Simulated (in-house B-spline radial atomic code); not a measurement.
# Ionising Ca V (Ca4+) with different functionals

Computed with a B-spline radial code for spherical atoms: non-relativistic Hamiltonian, point nucleus, spin-polarised at highest spin, spherical fractional occupations for the functionals, the average over the highest-spin determinants for Hartree-Fock. The ionisation energy is the difference of two self-consistent energies, [Ne] 3s2 3p4 → [Ne] 3s2 3p3, without Breit or QED terms; ε is the level of the shell that loses the electron (its least bound occupied spin orbital).

Hybrids are left out here: with spherical fractional occupations of an open shell their exact exchange keeps a self-interaction that integer-occupation calculations don't have.

```json
{"method": "Hartree-Fock", "rung": "Hartree-Fock", "ΔSCF (eV)": "82.54", "-ε(3p) (eV)": "83.33"}
{"method": "LDA VWN5", "rung": "LDA", "ΔSCF (eV)": "84.41", "-ε(3p) (eV)": "75.79"}
{"method": "LDA PW92", "rung": "LDA", "ΔSCF (eV)": "84.40", "-ε(3p) (eV)": "75.79"}
{"method": "LDA exchange-only", "rung": "LDA", "ΔSCF (eV)": "82.09", "-ε(3p) (eV)": "73.68"}
{"method": "PBE", "rung": "GGA", "ΔSCF (eV)": "84.03", "-ε(3p) (eV)": "75.54"}
{"method": "PBEsol", "rung": "GGA", "ΔSCF (eV)": "83.98", "-ε(3p) (eV)": "75.48"}
{"method": "BLYP", "rung": "GGA", "ΔSCF (eV)": "84.07", "-ε(3p) (eV)": "75.44"}
{"method": "RPBE", "rung": "GGA", "ΔSCF (eV)": "83.92", "-ε(3p) (eV)": "75.47"}
{"method": "PW91", "rung": "GGA", "ΔSCF (eV)": "84.18", "-ε(3p) (eV)": "75.66"}
{"method": "BP86", "rung": "GGA", "ΔSCF (eV)": "84.26", "-ε(3p) (eV)": "75.71"}
{"method": "AM05", "rung": "GGA", "ΔSCF (eV)": "84.01", "-ε(3p) (eV)": "75.51"}
{"method": "OLYP", "rung": "GGA", "ΔSCF (eV)": "83.88", "-ε(3p) (eV)": "75.49"}
{"method": "TPSS", "rung": "meta-GGA", "ΔSCF (eV)": "83.92", "-ε(3p) (eV)": "75.55"}
{"method": "SCAN", "rung": "meta-GGA", "ΔSCF (eV)": "83.61", "-ε(3p) (eV)": "75.46"}
{"method": "r2SCAN", "rung": "meta-GGA", "ΔSCF (eV)": "83.57", "-ε(3p) (eV)": "75.43"}
{"method": "M06-L", "rung": "meta-GGA", "ΔSCF (eV)": "83.45", "-ε(3p) (eV)": "75.32"}
{"method": "revTPSS", "rung": "meta-GGA", "ΔSCF (eV)": "83.81", "-ε(3p) (eV)": "75.46"}
```

**Question.** How do they compare with the NIST value?

**Answer.** NIST lists 84.34 eV ± 0.08 (semi-empirical, ground level to ground level). Errors run from -2.25 to +0.07 eV; LDA PW92 is closest (+0.06 eV), though others lie within the uncertainty of it, and part of that can be cancellation, since the calculations leave out relativity, Breit-QED terms, multiplet and fine-structure energies. Hartree-Fock also lacks correlation.
